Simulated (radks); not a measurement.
All-electron atom: the antimony ion Sb2+ in [Kr] 4d10 5s1.75 5p1.25 (fractional occupations, a model configuration). Calculated with a radial shooting solver on a logarithmic mesh with Libxc functionals: Dirac Kohn-Sham, PBE, spin-unpolarised, spherical densities, point nucleus; open shells fill j = l - 1/2 first.

Normalised radial functions P(r) = r R(r) (large component), r in bohr:

r	4d3/2	5s1/2
0.001309	0.0000	0.0266
0.001745	0.0000	0.0339
0.002309	0.0000	0.0426
0.00308	0.0001	0.0533
0.004108	0.0002	0.0657
0.00548	0.0003	0.0793
0.007308	0.0007	0.0928
0.00967	0.0015	0.1038
0.0129	0.0033	0.1092
0.0172	0.0070	0.1033
0.02294	0.0147	0.0797
0.0306	0.0300	0.0330
0.04081	0.0592	-0.0364
0.054	0.1094	-0.1133
0.07203	0.1933	-0.1711
0.09607	0.3137	-0.1624
0.1281	0.4542	-0.0545
0.1709	0.5615	0.1247
0.2261	0.5465	0.2564
0.3016	0.3188	0.2029
0.4022	-0.1312	-0.0689
0.5365	-0.6602	-0.3564
0.7155	-1.0235	-0.3576
0.9467	-1.0528	0.0021
1.263	-0.8019	0.4992
1.684	-0.4619	0.7883
2.246	-0.1971	0.7294
2.996	-0.0577	0.4439
3.964	-0.0109	0.1790
5.287	-0.0010	0.0414
7.052	0.0000	0.0048

4d3/2: eigenvalue -52.711 eV, 1 radial node at r = 0.374 bohr, <r> = 1.02 bohr, 90 % of the charge inside 1.57 bohr. 5s1/2: eigenvalue -29.475 eV, 4 radial nodes at r = 0.0354, 0.141, 0.378, 0.946 bohr, <r> = 2.09 bohr, 90 % of the charge inside 3.02 bohr.
